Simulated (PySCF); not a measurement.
**Pt3 at several levels of theory**

Computed with PySCF 2.14.0 (density fitting, no spin-orbit coupling) at the geometry relaxed with r2SCAN:

```xyz
3
Pt3 (triplet)
Pt    1.4408    0.0000    0.0000
Pt   -0.7204    1.2478    0.0000
Pt   -0.7204   -1.2478    0.0000
```

```tsv
level	basis	state	HOMO (eV)	gap (eV)	charge on Pt1 (e)	dipole about the centre of mass (D)	largest force component (eV/Å)
r2SCAN	Pt def2-SVP with ECP60	triplet	-5.00	0.35	0.00	0.00	0.03
HF	the same	triplet	-7.27	7.00	0.00	0.00	0.93
CAM-B3LYP	the same	triplet	-7.06	4.23	0.00	0.00	0.25
M06-L	the same	triplet	-4.69	0.18	0.00	0.00	0.77
r2SCAN	Pt def2-TZVP with ECP60	triplet	-4.98	0.36	0.00	0.00	0.38
r2SCAN	Pt x2c-SVPall	triplet	-5.03	0.35	0.00	0.00	0.67
```

HOMO and gap are taken over both spins. Charges are Mulliken's, which hang on the basis. The relaxation used the grid (50, 194), these runs (75, 302) or, all-electron (x2c bases, spin-free X2C Hamiltonian), (99, 590).

What does TPSS with Pt def2-SVP with ECP60 give here?

state triplet, HOMO (eV) -4.84, gap (eV) 0.24, charge on Pt1 (e) 0.00, dipole about the centre of mass (D) 0.00, largest force component (eV/Å) 0.37. Time: 8.3 s on 2 threads of Arm Neoverse V1 (shared host), from an already converged density.

No frequency check is given that shows the relaxed geometry to be a minimum. Open shells may have lower solutions than the one found.

A gap near or under zero over both spins lies within a partly filled shell and is no excitation energy.
